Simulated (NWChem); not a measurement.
System: Si$_{2}$H$_{5}$OCl; SMILES O[SiH2][SiH2]Cl

NWChem input:

```
start job
memory heap 200 mb stack 900 mb global 1100 mb
geometry units angstroms noautosym nocenter noautoz
  O     -1.216405     1.849247     0.311217
  Si     0.307552     1.623294    -0.327296
  Si     0.915052    -0.568665     0.271725
  Cl    -0.918775    -1.572598     0.079852
  H     -1.772709     1.060801     0.291968
  H      1.206734     2.659137     0.252476
  H      0.339730     1.735291    -1.819860
  H      1.906780    -1.242518    -0.616542
  H      1.355577    -0.717144     1.689831
end
basis spherical
  O library 6-31g*
  Si library 6-31g*
  Cl library 6-31g*
  H library 6-31g*
end
dft
  xc xcamb88 1.00 lyp 0.81 vwn_5 0.19 hfexch 1.00
  cam 0.33 cam_alpha 0.19 cam_beta 0.46
  iterations 150
end
property
  efieldgrad
end
task dft property
```

The geometry was optimised at PBE0/def2-SVP.

Vzz is the largest principal value of the second derivative of the potential at the nucleus (NWChem prints the opposite sign); η is the asymmetry. Non-relativistic.

Atoms are numbered as in the input.

Predict the main results of this run. (CAM-B3LYP/6-31G* (spherical d).) Quantities: Vzz O1 (a.u.); η O1; Vzz Cl4 (a.u.); η Cl4.


| Item | Result |
|---|---|
| Vzz O1 (a.u.) | 1.338 |
| η O1 | 0.70 |
| Vzz Cl4 (a.u.) | 2.049 |
| η Cl4 | 0.06 |
